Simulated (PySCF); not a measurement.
PySCF 2.14 output of a UHF calculation on a single atom or ion in 6-31G*, with no relativity, point nucleus:

```
SCF conv_tol = 1e-09
number electrons alpha = 11  beta = 9
cycle= 1 E= -759.478740943047  delta_E= -0.00336  |g|= 0.0191  |ddm|= 0.0446
cycle= 2 E= -759.478872062516  delta_E= -0.000131  |g|= 0.00474  |ddm|= 0.00905
cycle= 3 E= -759.478883091265  delta_E= -1.1e-05  |g|= 0.000724  |ddm|= 0.00375
cycle= 4 E= -759.478883827753  delta_E= -7.36e-07  |g|= 0.000203  |ddm|= 0.00158
cycle= 5 E= -759.478884086754  delta_E= -2.59e-07  |g|= 0.00015  |ddm|= 0.000928
cycle= 6 E= -759.478884420181  delta_E= -3.33e-07  |g|= 4.85e-05  |ddm|= 0.00211
cycle= 7 E= -759.478884450002  delta_E= -2.98e-08  |g|= 3.14e-06  |ddm|= 0.000828
cycle= 8 E= -759.478884450022  delta_E= -1.96e-11  |g|= 3.31e-07  |ddm|= 2.6e-05
converged SCF energy = -759.478884450022  <S^2> = 2.0016697  2S+1 = 3.0011129
```

The run itself started from symmetry-adapted Hartree-Fock orbitals and held the occupation by maximum overlap, so the iterations belong to that start.

Q: Which element, charge and spin multiplicity is this?

A: Sc⁺ (scandium, charge +1), multiplicity 3; the state was [Ar] 3d1 4s1, high-spin 3D determinant.
